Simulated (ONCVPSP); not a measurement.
## Before and after: ONCV potential for Si (Z = 14)

Si, optimised norm-conserving Vanderbilt (ONCV), made with ONCVPSP 4.0.1 (BLYP, scalar-relativistic). Core [Ne], reference 3s2 3p1.5 (charge +0.5). Waves: 3s: rc 1.30 bohr, ncon 3, nbas 7, qcut 5.1 1/bohr, 2 projectors, debl 1.4 Ha; 3p: rc 2.05 bohr, ncon 5, nbas 9, qcut 4.5 1/bohr, 3 projectors, debl 0.7 Ha. Local part: polynomial inside 0.95 bohr (lpopt 2, dvloc0 2 Ha). Core correction: none.

All-electron outer shells of the reference configuration (BLYP, scalar-relativistic, ld1.x):

```json
{"shell": "2s", "level (eV)": "-143.72", "outermost node (bohr)": "0.15", "outermost maximum (bohr)": "0.45"}
{"shell": "2p", "level (eV)": "-99.99", "outermost node (bohr)": "–", "outermost maximum (bohr)": "0.39"}
{"shell": "3s", "level (eV)": "-14.59", "outermost node (bohr)": "0.72", "outermost maximum (bohr)": "1.75"}
{"shell": "3p", "level (eV)": "-7.52", "outermost node (bohr)": "0.71", "outermost maximum (bohr)": "2.09"}
```

Change: s: qcut 5.8; p: qcut 5.1.

Cutoffs: the cutoffs (Ha) at which the residual kinetic energy of the hardest occupied pseudo-wave falls to 1 and 0.1 mHa per electron; they do not see the model core or the augmentation charge, which bear on the density cutoff. Errors are all-electron minus pseudo energies relative to the spin-unpolarised reference configuration.

Problem. What does the change do?

Solution. The potential gets neither clearly harder nor softer (13 Ha and 79 Ha → 14 Ha and 58 Ha); both files keep a bound ghost (p, s); the errors of the 4 common tests hardly move; the range in which the p phases agree widens (upper end 3.1 → at the end of the scan).

| quantity | base | changed |
| --- | --- | --- |
| cutoff, loose | 13 Ha | 14 Ha |
| cutoff, tight | 79 Ha | 58 Ha |
| loose cutoff by channel | s 13 Ha, p 3.5 Ha | s 14 Ha, p 3.8 Ha |
| bound ghosts | s, p | s, p |
| GHOST(+) flags under 300 eV | none | none |
| error for 3s2 3p2, meV [ΔE -2.84 eV] | +0.6 | +0.6 |
| error for 3s2 3p1, meV [ΔE 4.74 eV] | +1.0 | +1.0 |
| error for 3s2 3p0, meV [ΔE 20.63 eV] | +25 | +25 |
| error for 3s1 3p3, meV [ΔE 4.01 eV] | +3.0 | +3.0 |
| s: phases at 1.32 bohr within 0.05 rad from the reference energy up to (Ha; the scan ends near 5) | to the end of the scan | to the end of the scan |
| p: phases at 2.08 bohr within 0.05 rad from the reference energy up to (Ha; the scan ends near 5) | 3.1 | to the end of the scan |

 A true bound ghost makes a file unfit for plane-wave use even where its test errors are small: the radial tests pick states by their node count and pass the ghost by.
